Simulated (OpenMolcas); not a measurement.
Cr2+ among 6 point charges of -1.5 e arranged as a trigonal prism (D3h), 1.82 Å from the ion, with a polar angle of 61.9° against the regular 49.1°.
```
   1.6050    0.0000    0.8582  -1.50
  -0.8025    1.3899    0.8582  -1.50
  -0.8025   -1.3899    0.8582  -1.50
   1.6050    0.0000   -0.8582  -1.50
  -0.8025    1.3899   -0.8582  -1.50
  -0.8025   -1.3899   -0.8582  -1.50
```

```
Program             : OpenMolcas 26.06
Method              : CASSCF
Basis               : ANO-RCC-VDZP [5s4p2d1f]
Scalar Hamiltonian  : DKH2, point nucleus
Active space        : 4 electrons in 5 orbitals (3d)
State averaging     : 2S+1 = 5 even, 5 roots; 2S+1 = 3 even, 45 roots; 2S+1 = 1 even, 50 roots
Spin-orbit coupling : state interaction with AMFI integrals over the reference wave functions
```

Question: What is the spin-free ground state (labels of D3, the rotations of D3h)?

Answer: 5E, 2-fold in its orbital part, 100 % from free-ion D terms; it has the highest spin that d4 allows.

Question: Where is the first state of the same spin?

Answer: 5E at 2360 cm-1 above the ground state.

Question: What are the lowest two levels with spin-orbit coupling?

Answer: A 1-fold level, then a 1-fold level 0.1 cm-1 above it. Their leading multiplicities are 5 (100 %) and 5 (100 %).

Question: What is χT at 300 K, and how does it compare with the textbook value?

Answer: The lowest level has 2S+1 = 5, for which the spin-only value is χT = S(S+1) / 2 = 3.000 cm3 K/mol (g = 2). The computed 2.430 at 300 K differs by -0.570, through orbital momentum, spin-orbit coupling and any other state in reach.

An orbital doublet at a regular site is open to a Jahn-Teller distortion, which this geometry leaves out. Without dynamic correlation the repulsion within the d shell is too large (B by tens of per cent), so at a given field states of lower spin stand too high. This is an electrostatic model: the charges have no orbitals. An unlabelled pair can be two single states that coincide in this model. No measured value stands beside these numbers.
